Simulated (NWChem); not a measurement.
System: HS$_{2}$, doublet; SMILES [S]S

NWChem input:

```
start job
memory heap 200 mb stack 900 mb global 1100 mb
geometry units angstroms noautosym nocenter noautoz
  S      0.029869    -1.052074     0.000000
  S      0.067440     0.943595     0.000000
  H     -1.275563     1.274027     0.000000
end
basis spherical
  S library cc-pvtz
  H library cc-pvtz
end
dft
  odft
  mult 2
  xc xpbe96 cpbe96
  iterations 150
end
property
  efieldgrad
end
task dft property
```

Parts of the log:

```
             Northwest Computational Chemistry Package (NWChem) 7.3.0
             --------------------------------------------------------

                             Geometry "geometry" -> ""
                             -------------------------

 Output coordinates in angstroms (scale by  1.889725989 to convert to a.u.)

  No.       Tag          Charge          X              Y              Z
 ---- ---------------- ---------- -------------- -------------- --------------
    1 S                   16.0000     0.02986900    -1.05207400     0.00000000
    2 S                   16.0000     0.06744000     0.94359500     0.00000000
    3 H                    1.0000    -1.27556300     1.27402700     0.00000000

 Effective nuclear repulsion energy (a.u.)      77.1657116534

  pbe96 is a nonlocal functional; adding pw91lda local functional.
                              NWChem Property Module
                              ----------------------

  itol2e modified to match energy
  convergence criterion.

                                 NWChem DFT Module
                                 -----------------

 Summary of "ao basis" -> "ao basis" (spherical)
 ------------------------------------------------------------------------------
       Tag                 Description            Shells   Functions and Types
 ---------------- ------------------------------  ------  ---------------------
 S                          cc-pvtz                 12       34   5s4p2d1f
 H                          cc-pvtz                  6       14   3s2p1d

  itol2e modified to match energy
  convergence criterion.

            General Information
            -------------------
          SCF calculation type: DFT
          Wavefunction type:  spin polarized.
          No. of atoms     :     3
          No. of electrons :    33
           Alpha electrons :    17
            Beta electrons :    16
          Charge           :     0
          Spin multiplicity:     2
          Use of symmetry is: off; symmetry adaption is: off
          Maximum number of iterations: 150
          AO basis - number of functions:    82
                     number of shells:    30
          Convergence on energy requested:  1.00D-07
          Convergence on density requested:  1.00D-05
          Convergence on gradient requested:  5.00D-04

              XC Information
              --------------
          PerdewBurkeErnzerhof Exchange Functional  1.000
            Perdew 1991 LDA Correlation Functional  1.000 local
           PerdewBurkeErnz. Correlation Functional  1.000 non-local

[...]

          -----------------------
          Electric field gradient
          -----------------------

 1 a.u. = 0.324123 10**(16) esu/cm**3  ( or statvolts/cm**2 ) = 0.97174 10**(22) v/m**2

 ------------------------------------------------------------
   Atom      X         Y         Z
 ------------------------------------------------------------
    1 S    0.05644  -1.98813   0.00000
 ------------------------------------------------------------

 Electric field gradient in molecular frame (a.u.)
         XX             YY             ZZ             XY             XZ             YZ
 ------------------------------------------------------------------------------------------
        2.882312      -2.168267      -0.714046       0.092934       0.000000       0.000000

 Principal components (a.u.) and orientation
 of principal axis w.r.t. absolute frame                      Asymmetry parameter eta
 --------------------------------------------------------------------------------------
        2.884022      -2.169976      -0.714046                       0.504826

        0.999831      -0.018391      -0.000000
        0.018391       0.999831       0.000000
        0.000000      -0.000000       1.000000

 ------------------------------------------------------------
   Atom      X         Y         Z
 ------------------------------------------------------------
    2 S    0.12744   1.78314   0.00000
 ------------------------------------------------------------

 Electric field gradient in molecular frame (a.u.)
         XX             YY             ZZ             XY             XZ             YZ
 ------------------------------------------------------------------------------------------
       -0.350481      -1.043010       1.393491       0.763553       0.000000      -0.000000

 Principal components (a.u.) and orientation
 of principal axis w.r.t. absolute frame                      Asymmetry parameter eta
 --------------------------------------------------------------------------------------
       -1.535144       1.393491       0.141653                       0.815453

       -0.541753       0.000000       0.840538
        0.840538      -0.000000       0.541753
        0.000000       1.000000      -0.000000

 ------------------------------------------------------------
   Atom      X         Y         Z
 ------------------------------------------------------------
    3 H   -2.41046   2.40756   0.00000
 ------------------------------------------------------------

 Electric field gradient in molecular frame (a.u.)
         XX             YY             ZZ             XY             XZ             YZ
 ------------------------------------------------------------------------------------------
       -0.168219       0.066091       0.102128       0.061510       0.000000       0.000000

 Principal components (a.u.) and orientation
 of principal axis w.r.t. absolute frame                      Asymmetry parameter eta
 --------------------------------------------------------------------------------------
       -0.183385       0.102128       0.081257                       0.113809

        0.970924       0.000000       0.239390
       -0.239390       0.000000       0.970924
       -0.000000       1.000000      -0.000000
```

Level: PBE/cc-pVTZ, spin-unrestricted. In the optimisation the excess spin sits in a" (Cs, its own frame). All runs use the structure optimised with PBE-D3(BJ)/def2-SVP, spin-unrestricted. No stability test was run on the SCF state. NWChem prints the field gradient with the sign opposite to the second derivative of the potential.
